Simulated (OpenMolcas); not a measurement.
**Multiplet structure of Ni VI**

```
Program             : OpenMolcas 26.06
Method              : MS-RASPT2, IPEA 0.25 Eh, imaginary shift 0.1 Eh (closed shells correlated: 3s)
Basis               : ANO-RCC-VQZP [7s6p4d3f2g1h]
Scalar Hamiltonian  : DKH2, point nucleus
Active space        : 11 electrons in 8 orbitals (RAS1 3p, at most 2 holes; RAS2 3d)
State averaging     : 2S+1 = 6 even, 1 root; 2S+1 = 4 even, 24 roots; 2S+1 = 2 even, 53 roots
Spin-orbit coupling : state interaction with AMFI integrals over the reference wave functions, term energies averaged over their components
```

With spin-orbit coupling, above the lowest level:

```tsv
Configuration	Term	J	E (cm⁻¹)	Measured (cm⁻¹)	g	Term weight %	Second
3d⁵	⁶S	5/2	0.0	0.0	2.002	100	
3d⁵	⁴G	5/2	42860		0.573	99	
3d⁵	⁴G	7/2	42940		0.985	100	
3d⁵	⁴G	11/2	42960	41921	1.273	100	
3d⁵	⁴G	9/2	42990		1.172	100	
3d⁵	⁴P	5/2	47380	45884	1.577	90	9 ⁴D
3d⁵	⁴P	3/2	47570	46104	1.693	92	7 ⁴D
3d⁵	⁴P	1/2	47790	46325	2.598	97	3 ⁴D
3d⁵	⁴D	7/2	51780	50331	1.428	99	
3d⁵	⁴D	1/2	52000		0.070	97	3 ⁴P
3d⁵	⁴D	3/2	52200		1.239	92	7 ⁴P
3d⁵	⁴D	5/2	52260		1.391	91	9 ⁴P
3d⁵	²I	11/2	62400	61196	0.925	98	
3d⁵	²I	13/2	62600	61280	1.077	100	
3d⁵	²D	5/2	66330	64152	1.091	66	31 ²F(1)
3d⁵	²D	3/2	67400	65174	0.755	88	11 ⁴F
3d⁵	²F(1)	7/2	69220	67085	1.145	91	6 ⁴F
3d⁵	⁴F	5/2	70240		0.996	74	22 ²F(1)
3d⁵	⁴F	9/2	70270		1.325	96	4 ²G
3d⁵	⁴F	7/2	70460		1.231	92	6 ²F(1)
3d⁵	⁴F	3/2	70880		0.446	88	11 ²D
3d⁵	²F(1)	5/2	71410		1.001	46	30 ²D
3d⁵	²H	9/2	74710	72909	0.956	79	20 ²G
3d⁵	²H	11/2	75530	73757	1.089	98	
3d⁵	²G	7/2	76710	74628	0.894	98	
3d⁵	²G	9/2	77420	75442	1.074	76	21 ²H
3d⁵	²F(2)	5/2	81740		0.858	99	
3d⁵	²F(2)	7/2	81890	79608	1.144	98
```

Against the 15 measured excited levels shown (Corliss and Sugar, J. Phys. Chem. Ref. Data 10, 197 (1981)) the mean absolute deviation is 1700 cm-1; the largest miss in energy is 3d⁵ ²F_7/2(2): computed 81890, measured 79608 cm⁻¹ (+2.9 %).

Spin-orbit coupling puts the lowest level 84.4 cm⁻¹ below the lowest spin-free term.

CASPT2 breaks the degeneracy within a term, and the mean is taken; among the terms shown or strongly mixed into the levels shown the widest spread is 600 cm-1 (3d⁵ ²I). Active for correlation alone: 3p; no level in the range computed is led by a configuration that opens it, so any true level of that kind is missing. Measured partners are found by configuration, term and J. A level has none where our copy of the source lacks it or the pairing is in doubt (some pairs that miss far off the trend of their configuration count as doubtful), and it then counts in no deviation. Levels of configurations outside the active space are missing. The first state left out of the spin-orbit step lies near 110000 cm-1 above the lowest spin-free state of the reference (among the parities and spins computed), and the list stops at four fifths of that energy or lower.

The term weight is that of the spin-free term in the level, not the purity of its configuration. A number in round brackets counts repeated terms of one configuration in the order of the reference energies.
